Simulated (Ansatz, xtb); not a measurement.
## Two structures of FGePSe

Structure I: a singlet given by its coordinates. Structure II: a triplet given by its coordinates. Both are isolated molecules in the gas phase, relaxed with PBE0-D3(BJ)/def2-SVP.

I (Å):

```tsv
atom	x (Å)	y (Å)	z (Å)
F	1.1228	0.5953	-1.0364
Ge	-0.4766	-0.1667	-1.1440
P	-0.2713	-1.3100	1.0396
Se	-1.2924	0.5295	1.2244
```

Close contacts (Å): F1–Ge2 1.77, Ge2–P3 2.47, Ge2–Se4 2.60, P3–Se4 2.11.

II (Å):

```yaml
atoms:
  - { symbol: F, position_ang: [1.0942, 0.7276, -1.1227] }
  - { symbol: Ge, position_ang: [-0.3854, -0.2165, -1.1299] }
  - { symbol: P, position_ang: [-0.3954, -1.4254, 1.1156] }
  - { symbol: Se, position_ang: [-1.2308, 0.5623, 1.2206] }
```

Close contacts (Å): F1–Ge2 1.76, Ge2–P3 2.55, Ge2–Se4 2.62, P3–Se4 2.16.

Q: Estimate which is lower in electronic energy at CCSD(T)/def2-TZVP, and by roughly how much.

A: The CCSD(T)/def2-TZVP calculation puts structure I lower, by 63.7 kJ/mol.

Level by level:

```json
{"level": "PBE0-D3(BJ)/def2-SVP", "geometry": "PBE0-D3(BJ)/def2-SVP", "E(II) − E(I) (kJ/mol)": "+45.9", "departure from the last row (kJ/mol)": "−17.7", "job, with rough time for the two": "optimisation, 59 s"}
{"level": "HF/def2-TZVP", "geometry": "PBE0-D3(BJ)/def2-SVP", "E(II) − E(I) (kJ/mol)": "−7.7", "departure from the last row (kJ/mol)": "−71.3", "job, with rough time for the two": "part of the CCSD(T) run"}
{"level": "MP2/def2-TZVP", "geometry": "PBE0-D3(BJ)/def2-SVP", "E(II) − E(I) (kJ/mol)": "+75.7", "departure from the last row (kJ/mol)": "+12.0", "job, with rough time for the two": "part of the CCSD(T) run"}
{"level": "CCSD(T)/def2-TZVP", "geometry": "PBE0-D3(BJ)/def2-SVP", "E(II) − E(I) (kJ/mol)": "+63.7", "departure from the last row (kJ/mol)": "", "job, with rough time for the two": "single point, 7.6 min"}
```

HF/def2-TZVP puts the two in the other order. The largest departure from CCSD(T)/def2-TZVP is that of HF/def2-TZVP, 71.3 kJ/mol. Levels run at GFN2-xTB geometries aren't shown.

With harmonic frequencies from PBE0-D3(BJ)/def2-SVP (ideal gas, rigid rotor, one conformer each, 298.15 K, 1 atm): on the last row, ΔE + ΔZPE = +62.3, ΔH = +63.2, ΔG = +57.3 kJ/mol.

Open shells are spin-unrestricted. The correlated steps freeze 24 core orbitals; the filled d shell of Ge and Se is correlated, in a basis made for valence electrons. ΔG holds the spin degeneracy. Codes used: Ansatz 0.2.0; the last row on 2 threads of Arm Neoverse V1 on a shared host.
